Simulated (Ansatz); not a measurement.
Cartesian coordinates (Å):
SMILES: O=C([SiH3])[SiH3]
```xyz
10

O      0.1738    -1.8161    -0.8704
C      0.0692    -0.7230    -0.3465
Si    -1.6638     0.1607    -0.2968
Si     1.6363     0.1261     0.4343
H     -2.6764    -0.6913    -0.9533
H     -1.5389     1.4683    -0.9849
H     -2.0165     0.4133     1.1212
H      1.3622     0.3778     1.8697
H      1.8398     1.4329    -0.2363
H      2.8143    -0.7488     0.2631
```
Charge 0, spin multiplicity 1.

Method: Ansatz (an electronic-structure program) with frozen-core CCSD(T)/cc-pVTZ // B3LYP-D3(BJ)/def2-TZVP.

| Quantity | Value |
|---|---|
| HF energy | -694.11513 Ha |
| MP2 correlation energy | -0.63844 Ha |

Question: Estimate the CCSD correlation energy, the (T) correction, the total energy and the T1 diagnostic.

Answer: 
- CCSD correlation energy = -0.68641 Ha
- (T) correction = -0.02827 Ha
- CCSD(T) total energy = -694.82980 Ha
- T1 diagnostic = 0.016
